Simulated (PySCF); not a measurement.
# `C=C/C=C(\C)CNC=O`, C₇H₁₁NO

Molfile (atoms numbered from 1):
```
C7H11NO
     RDKit          3D

 20 19  0  0  0  0  0  0  0  0999 V2000
    3.5322   -1.3218    0.0122 C   0  0  0  0  0  0  0  0  0  0  0  0
    2.3689   -0.8753   -0.4523 C   0  0  0  0  0  0  0  0  0  0  0  0
    1.3083   -0.3950    0.4024 C   0  0  0  0  0  0  0  0  0  0  0  0
    0.1241    0.0701   -0.0124 C   0  0  0  0  0  0  0  0  0  0  0  0
   -0.2888    0.1497   -1.4532 C   0  0  0  0  0  0  0  0  0  0  0  0
   -0.9091    0.5420    0.9759 C   0  0  0  0  0  0  0  0  0  0  0  0
   -2.1262   -0.2450    0.8856 N   0  0  0  0  0  0  0  0  0  0  0  0
   -3.2797    0.2577    0.4143 C   0  0  0  0  0  0  0  0  0  0  0  0
   -3.4528    1.3967    0.0585 O   0  0  0  0  0  0  0  0  0  0  0  0
    4.3100   -1.6764   -0.6417 H   0  0  0  0  0  0  0  0  0  0  0  0
    3.7469   -1.3474    1.0683 H   0  0  0  0  0  0  0  0  0  0  0  0
    2.1848   -0.8641   -1.5171 H   0  0  0  0  0  0  0  0  0  0  0  0
    1.5236   -0.4147    1.4638 H   0  0  0  0  0  0  0  0  0  0  0  0
   -1.2429    0.6616   -1.5455 H   0  0  0  0  0  0  0  0  0  0  0  0
   -0.3888   -0.8461   -1.8855 H   0  0  0  0  0  0  0  0  0  0  0  0
    0.4505    0.6947   -2.0375 H   0  0  0  0  0  0  0  0  0  0  0  0
   -1.2024    1.5727    0.7515 H   0  0  0  0  0  0  0  0  0  0  0  0
   -0.5221    0.4934    1.9985 H   0  0  0  0  0  0  0  0  0  0  0  0
   -2.0583   -1.2232    1.1163 H   0  0  0  0  0  0  0  0  0  0  0  0
   -4.0833   -0.5032    0.3949 H   0  0  0  0  0  0  0  0  0  0  0  0
  1  2  2  0
  2  3  1  0
  3  4  2  0
  4  5  1  0
  4  6  1  0
  6  7  1  0
  7  8  1  0
  8  9  2  0
  1 10  1  0
  1 11  1  0
  2 12  1  0
  3 13  1  0
  5 14  1  0
  5 15  1  0
  5 16  1  0
  6 17  1  0
  6 18  1  0
  7 19  1  0
  8 20  1  0
M  END
```

The calculation used PySCF 2.14.0, GIAO KT3/pcSseg-1 magnetisability, rotational g tensor and spin-rotation constants, non-relativistic, gas phase. Geometry: GFN2-xTB.

(1) Give the nuclear spin-rotation constants along the inertial axes (H = +C I·J) beside the isotropic shieldings.

## Answers

(1) Rotational constants 5.2045, 0.6638, 0.6243 GHz. A star marks the isotopologue with that one atom substituted, in its own axes.
| atom | isotope | Caa (kHz) | Cbb (kHz) | Ccc (kHz) | mean (kHz) | σ (ppm) |
| --- | --- | --- | --- | --- | --- | --- |
| N7 | 14N | 0.327 | 0.057 | 0.074 | 0.153 | 124.2 |
| H10 | 1H | 0.171 | -0.036 | -0.065 | 0.023 | 26.6 |
| H11 | 1H | -0.490 | 0.050 | -0.067 | -0.169 | 26.6 |
| H12 | 1H | -0.487 | 0.062 | -0.063 | -0.163 | 25.2 |
| H13 | 1H | -0.462 | 0.058 | -0.069 | -0.158 | 25.9 |
| H14 | 1H | 0.110 | -0.060 | -0.071 | -0.007 | 29.9 |
| H15 | 1H | -0.526 | -0.065 | 0.009 | -0.194 | 29.9 |
| H16 | 1H | -0.336 | -0.030 | -0.044 | -0.137 | 29.7 |
| H17 | 1H | -0.295 | -0.049 | 0.006 | -0.113 | 26.3 |
| H18 | 1H | -0.460 | 0.015 | -0.063 | -0.169 | 28.8 |
| H19 | 1H | -0.536 | -0.063 | 0.014 | -0.195 | 27.5 |
| H20 | 1H | -0.151 | -0.053 | 0.023 | -0.060 | 23.5 |
| C1 | 13C* | 1.714 | 0.246 | 0.100 | 0.687 | 72.7 |
| C2 | 13C* | 1.807 | 0.290 | 0.099 | 0.732 | 56.0 |
| C3 | 13C* | 1.601 | 0.277 | 0.127 | 0.668 | 59.6 |
| C4 | 13C* | 1.944 | 0.280 | 0.110 | 0.778 | 50.7 |
| C5 | 13C* | 0.818 | 0.088 | 0.086 | 0.331 | 168.4 |
| C6 | 13C* | 1.023 | 0.111 | 0.132 | 0.422 | 136.0 |
| C8 | 13C* | 2.103 | 0.172 | 0.223 | 0.833 | 37.3 |
| O9 | 17O* | -2.343 | -0.142 | -0.268 | -0.918 | -47.9 |

For the geometry as given, no vibrational averaging.
